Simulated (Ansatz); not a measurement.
`CSC#[C][AlH2]` + `O/C=N/[SiH3]` → `[AlH2][O]/C=N\[SiH3]` + `C#CSC`  (ligand exchange at the Al–C bond)

Gas-phase electronic energies from Ansatz, PBE0-D4/def2-TZVP geometries. CCSD(T)/CBS adds triple-zeta CCSD(T) − MP2 to the extrapolated MP2 energy (def2 sets, frozen cores). Double bonds are as drawn, so ΔE can hold a change between cis and trans. DFT in def2-TZVPP. One conformer a species, not always the lowest.

`CSC#[C][AlH2]`:

```xyz
10

C     0.069   -1.754   -1.701
S     0.905   -1.802   -0.098
C     0.455   -0.338    0.547
C     0.154    0.728    1.068
Al   -0.314    2.376    1.866
H     0.434   -0.917   -2.293
H    -1.009   -1.685   -1.563
H     0.317   -2.692   -2.198
H    -1.246    3.370    1.062
H     0.236    2.714    3.310
```

`O/C=N/[SiH3]`:

Z-matrix (Å, degrees):
```
Si
N 1 1.727
H 1 1.484 2 109.0
H 1 1.484 2 109.0 3 118.7
H 1 1.494 2 112.0 3 -120.6
C 2 1.255 1 124.9 3 120.6
O 6 1.335 2 123.3 1 -180.0
H 6 1.096 2 126.9 1 -0.0
H 7 0.969 6 106.6 2 -0.0
```

`[AlH2][O]/C=N\[SiH3]`:

Z-matrix (Å, degrees):
```
Si
N 1 1.740
H 1 1.489 2 111.6
H 1 1.489 2 111.6 3 -121.9
H 1 1.483 2 107.7 3 119.1
C 2 1.252 1 123.7 3 60.9
O 6 1.344 2 125.2 1 0.0
H 6 1.098 2 120.9 1 -180.0
Al 7 1.717 6 133.5 2 -179.9
H 9 1.571 7 115.1 6 -179.9
H 9 1.578 7 117.5 6 0.1
```

`C#CSC`:

Cartesian coordinates in Å:
```
C 1.131 -1.592 -1.166
C 1.009 -0.721 -0.341
S 0.912 0.479 0.822
C -0.820 0.965 0.657
H 1.237 -2.360 -1.895
H -1.014 1.348 -0.344
H -1.475 0.124 0.879
H -0.980 1.758 1.389
```

Q: Is it downhill or uphill in electronic energy at CCSD(T)/CBS, and by how much? (Best estimate.)

A: Computed: Downhill: ΔE = -43.8 kJ/mol.

Q: What do these levels give: PBE0-D4, r2SCAN, PBE0, HF/def2-TZVPP, MP2/def2-TZVPP, HF/def2-QZVPP? (An estimate is asked.)

A: Ansatz gave: PBE0-D4 -33.5, r2SCAN -33.9, PBE0 -31.8, HF/def2-TZVPP -45.7, MP2/def2-TZVPP -42.4, HF/def2-QZVPP -47.2 kJ/mol.

Largest T1 diagnostic among the species: 0.015.

The D4 term adds −3.2 kJ/mol with B3LYP and −1.7 kJ/mol with PBE0; it sums over pairs of atoms, weighted by their polarisabilities, and B3LYP, whose exchange is more repulsive, gets the larger term. From PBE to PBE0 (25 % exact exchange), in def2-TZVPP and without D4, ΔE moves by −3.2 kJ/mol.

B3LYP here is the variant with VWN-RPA as its local correlation; programs differ in this.
